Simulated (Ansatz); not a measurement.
`[OH][AlH][Al]1[AlH][S]1`, charge 0, multiplicity 1.

Problem. Give a relaxed structure at PBE0-D4/def2-TZVP (the Gaussian-basis code of Ansatz). (Estimate.)

Solution. Ansatz gave: 
```xyz
8

O    -2.8349   -0.2935   -1.0949
Al   -1.3095    0.3326   -1.5016
Al    0.7041   -0.0371    0.0813
Al    2.6163   -0.5160    1.4686
S     1.2040    1.1173    1.9288
H    -3.0347   -0.7469   -0.2780
H    -1.2450    1.0776   -2.8986
H     3.8996   -0.9341    2.2944
```
